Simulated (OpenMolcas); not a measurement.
## Mn3+: moving or changing the point charges

Mn3+ among 4 point charges of -3 e arranged as a tetrahedron (Td), 1.72 Å from the ion.

```json
{
  "Program": "OpenMolcas 26.06",
  "Method": "SS-CASPT2, IPEA 0.25 Eh, imaginary shift 0.1 Eh (closed shells correlated: 3s 3p)",
  "Basis": "ANO-RCC-VDZP [5s4p2d1f]",
  "Scalar Hamiltonian": "DKH2, point nucleus",
  "Active space": "4 electrons in 5 orbitals (3d)",
  "State averaging": "2S+1 = 5 even, 5 roots; 2S+1 = 3 even, 45 roots; 2S+1 = 1 even, 50 roots",
  "Spin-orbit coupling": "RASSI with atomic mean-field integrals over the reference wave functions"
}
```

Runs around this geometry, states (labels of Td). Energies in cm-1 above the lowest state or level, χT in cm3 K/mol; under a threefold ground state the first gap can be a small split of the lowest multiplet, not the spin-orbit step.

| R (Å) | q (e) | Ground state | First state of that spin | First gap with spin-orbit (degeneracies) | χT at 300 K | First state of another spin |
| --- | --- | --- | --- | --- | --- | --- |
| 1.72 | -1.95 | 5T2 | 5E 3020 | 39 (1, 3) | 2.281 | 3T1 21010 |
| 1.72 | -3 | 5T2 | 5E 3420 | 35 (1, 3) | 2.342 | 3T1 20450 |
| 1.86 | -3 | 5T2 | 5E 2880 | 41 (1, 3) | 2.281 | 3T1 20960 |

Taking the first state of the same spin as R^-n, n = -ln(2880 / 3420) / ln(1.86 / 1.72) = 2.2 between the shortest and longest distance.

Scaling the charges by -1.95 / -3 = 0.65 scales the first state of the same spin by 3020 / 3420 = 0.88; with fixed orbitals a first-order splitting would follow the charge.

Roots that are degenerate in the reference are averaged as groups; the widest CASPT2 spread within a group is 840 cm-1 (the 3-fold group of multiplicity 3 near 54400 cm-1 above the lowest state of its run, R = 1.72, q = -3). Shifts and gaps below about the spread of the groups concerned are not significant. An orbital triplet at a regular site is open to Jahn-Teller coupling, which can distort the site and quench the lowest spin-orbit gaps and is left out. The ground term spreads over less than 5000 cm-1, several times less than with real ligands, so orbital moments are less quenched and χT lies further from the spin-only value than at real sites. Free-ion shares, where given, are those of the reference states; single-state CASPT2 does not remix them. Point charges carry no covalency, so the field is a model and not that of real ligands. No measured value stands beside these numbers.
